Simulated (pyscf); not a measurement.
# Br–SiH₂–Br, singlet

Gas-phase minimum from PySCF at ωB97X-D3(BJ)/def2-SVP, one conformer. 

SMILES: Br[SiH2]Br
```xyz
5

Br     0.6957     0.3838     0.7532
Si    -1.2962    -0.3802     0.1890
Br    -1.0864    -2.1555    -1.1051
H     -2.0100     0.6737    -0.5661
H     -2.0174    -0.7749     1.4197
```

Bonded distances (Å): Br1–Si2 2.207, Si2–Br3 2.207, Si2–H4 1.480, Si2–H5 1.480. Angles (°): Br1–Si2–Br3 110.0, Br1–Si2–H4 108.6, Br1–Si2–H5 108.6, Br3–Si2–H4 108.6, Br3–Si2–H5 108.6, H4–Si2–H5 112.3.

Properties at ωB97X-D3(BJ)/def2-SVP:

| Quantity | Value |
|---|---|
| Harmonic wavenumbers, unscaled | 121, 420, 493, 566, 703, 867, 957, 2304, 2316 cm⁻¹ |
| Zero-point energy | 12.5 kcal/mol |
| Rotational symmetry number | 2 |
| Entropy of this conformer at 298 K and 1 atm, rigid rotor and harmonic oscillator, modes under 100 cm⁻¹ raised to 100 | 309.5 J/(mol K) |
| Dipole moment | 1.28 D |

Single-point totals, which compare only within one level (frozen core for MP2 and CC):

```
level                   total energy (hartree)
----------------------  ----------------------
ωB97X-D3(BJ)/def2-TZVP             -5438.96746
PBE/def2-TZVP                      -5438.17727
r²SCAN/def2-TZVP                   -5439.04994
B3LYP-D3(BJ)/def2-TZVP             -5439.19277
PBE0-D3(BJ)/def2-TZVP              -5438.39280
M06-2X/def2-TZVP                   -5439.15870
ωB97M-D3(BJ)/def2-TZVP             -5439.15648
HF/def2-TZVPP                      -5435.03833
MP2/def2-TZVPP                     -5435.70963
CCSD/def2-TZVPP                    -5435.73317
CCSD(T)/def2-TZVPP                 -5435.75723
```

The CCSD(T) − MP2 part came from Ansatz, without density fitting, on the same reference. The frozen core leaves the outer d or s,p core shells of the metals and heavy elements correlated in the MP2 and CC values, and def2-TZVPP describes them poorly, so these totals are far from the basis limit. Elements up to Kr have no core potential and no relativistic terms here.
